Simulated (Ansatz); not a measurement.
This geometry of CH₄B₂S (8 atoms, charge 0, multiplicity 1) is a first-order saddle point.

These are results of RKS revPBE-D4/STO-3G (Ansatz 0.2.0), not measurements.

```xyz
8
Properties=species:S:1:pos:R:3
B -0.365 1.329 -0.544
B -0.496 -0.198 -0.003
C 0.722 -1.060 0.500
S 0.591 -2.613 1.048
H -0.170 1.583 -1.688
H -0.456 2.269 0.177
H -1.562 -0.724 0.027
H 1.736 -0.586 0.483
```

(1) Which two structures does it join? (They come from a converged band through this point; their orientation in space is the band's.)

(2) How far does it lie above each of them?

Answers

(1) No bond is made or broken. The dihedral H7–B2–C3–H8 goes from 83 to -83°. The two ends are copies of one structure, up to a mirror image or an exchange of like atoms.

Image 0:

```xyz
8
Properties=species:S:1:pos:R:3
B -0.492 1.221 -0.422
B -0.355 -0.411 -0.177
C 0.947 -0.991 0.397
S 0.034 -1.039 1.783
H -0.588 1.667 -1.517
H -0.484 2.010 0.465
H -1.068 -1.165 -0.754
H 2.005 -1.292 0.224
```

Image 8:

```xyz
8
Properties=species:S:1:pos:R:3
B -0.501 1.256 -0.287
B -0.386 -0.284 0.310
C 0.956 -1.029 0.252
S 0.218 -1.772 -1.035
H -0.359 1.515 -1.437
H -0.717 2.174 0.433
H -1.187 -0.685 1.090
H 1.976 -1.175 0.675
```

(2) 0.64 eV above the first and 0.64 eV above the second. This is the barrier of this one path; another mechanism may lie lower. Limits of this set-up: minimal basis.

The run took 110 s on 1 thread of Intel(R) Xeon(R) Platinum 8259CL CPU @ 2.50GHz (Skylake/Cascade Lake), on a shared host, peak memory 0.1 GiB.
